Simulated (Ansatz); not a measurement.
Input and output for Hg₃Te₃H₁₂.

```yaml
crystal:
  periodic: [false, false, false]
  atoms:
    - {symbol: Te, position_ang: [-0.001900, -2.617735, -0.014024]}
    - {symbol: Hg, position_ang: [-3.620766, -2.082479, 0.022546]}
    - {symbol: Te, position_ang: [-2.262905, 1.315084, -0.018798]}
    - {symbol: Hg, position_ang: [3.621080, -2.097160, 0.026583]}
    - {symbol: Te, position_ang: [2.267504, 1.302802, 0.000780]}
    - {symbol: Hg, position_ang: [0.009020, 4.183434, 0.023379]}
    - {symbol: H, position_ang: [-0.019440, -3.803196, 1.153787]}
    - {symbol: H, position_ang: [-0.009308, -3.773448, -1.211540]}
    - {symbol: H, position_ang: [-3.686713, -2.126180, -1.633582]}
    - {symbol: H, position_ang: [-3.626231, -2.079863, 1.681024]}
    - {symbol: H, position_ang: [-3.266225, 1.898143, -1.211773]}
    - {symbol: H, position_ang: [-3.295264, 1.888810, 1.153596]}
    - {symbol: H, position_ang: [3.675631, -2.120725, -1.630559]}
    - {symbol: H, position_ang: [3.636756, -2.114106, 1.684667]}
    - {symbol: H, position_ang: [3.250443, 1.864437, -1.219077]}
    - {symbol: H, position_ang: [3.309822, 1.913888, 1.145120]}
    - {symbol: H, position_ang: [0.005395, 4.204160, 1.681543]}
    - {symbol: H, position_ang: [0.013101, 4.244142, -1.633673]}
basis:
  gaussian: {orbitals: def2-mTZVP, fitting: {mean_field: def2-universal-jkfit}}
hamiltonian: {xc: {name: B3LYP5}}
scf: {omitted_lower_state_checks: [starts]}
output: {forces: true}
```

```sh
$ ansatz run in.yaml --threads 4 --pin off --events-out ev --progress --plain --max-ram 4787MiB
```

It prints (some lines left out):

```
Functional definition: B3LYP5
1611 factors; integrals over basis functions are off by at most 6.3e-1 eV
mean field evaluation 1: about -34597.0703 eV, gradient 3.1e1 eV
mean field evaluation 2: about -34597.0992 eV, gradient 3.5e1 eV
mean field evaluation 4: about -34599.2588 eV, gradient 5.9e-1 eV
mean field evaluation 8: about -34599.2599 eV, gradient 1.0e-2 eV
mean field -34599.25988349 eV, -1271.4993484977 hartree, gradient 2.8e-5 eV, S^2 0.000000; 0 other end points of the search recorded, 0 dependent functions left out
reference -34599.26041497 eV, -1271.4993680290 hartree; 72, 72 occupied and 180, 180 virtual orbitals, 1611 factors
Total energy: -34599.26041497 eV, -1271.4993680290 hartree
Atom 0 at    -0.001900    -2.617735    -0.014024 Å, force     0.000228     0.028102     0.000560 eV/Å
Atom 1 at    -3.620766    -2.082479     0.022546 Å, force    -0.049723    -0.028714    -0.000215 eV/Å
Atom 2 at    -2.262905     1.315084    -0.018798 Å, force     0.023977    -0.013881    -0.000270 eV/Å
Atom 3 at     3.621080    -2.097160     0.026583 Å, force     0.049066    -0.029131    -0.000274 eV/Å
Atom 4 at     2.267504     1.302802     0.000780 Å, force    -0.024451    -0.013756     0.003763 eV/Å
Atom 5 at     0.009020     4.183434     0.023379 Å, force    -0.000318     0.057125    -0.000298 eV/Å
Atom 6 at    -0.019440    -3.803196     1.153787 Å, force    -0.000051    -0.072995     0.072793 eV/Å
Atom 7 at    -0.009308    -3.773448    -1.211540 Å, force     0.000330    -0.071011    -0.074281 eV/Å
Atom 8 at    -3.686713    -2.126180    -1.633582 Å, force    -0.031516    -0.018668    -0.204225 eV/Å
Atom 9 at    -3.626231    -2.079863     1.681024 Å, force    -0.023747    -0.012931     0.205602 eV/Å
Atom 10 at    -3.266225     1.898143    -1.211773 Å, force    -0.061477     0.036338    -0.074049 eV/Å
Atom 11 at    -3.295264     1.888810     1.153596 Å, force    -0.063084     0.036112     0.072893 eV/Å
Atom 12 at     3.675631    -2.120725    -1.630559 Å, force     0.030921    -0.016937    -0.204725 eV/Å
Atom 13 at     3.636756    -2.114106     1.684667 Å, force     0.025143    -0.015641     0.205592 eV/Å
Atom 14 at     3.250443     1.864437    -1.219077 Å, force     0.060131     0.034464    -0.075504 eV/Å
Atom 15 at     3.309822     1.913888     1.145120 Å, force     0.064201     0.037145     0.072051 eV/Å
Atom 16 at     0.005395     4.204160     1.681543 Å, force    -0.000056     0.029069     0.205368 eV/Å
Atom 17 at     0.013101     4.244142    -1.633673 Å, force     0.000425     0.035311    -0.204783 eV/Å
Dipole moment:     0.000458     0.000055    -0.013236 e Å
Checks for a lower state left out: starts
```

Run time 12 s (4 threads of Arm Neoverse V2 on a shared host), peak host memory 1 GiB.

In the def2 sets Hg, Te take a core potential; there is no spin–orbit coupling.
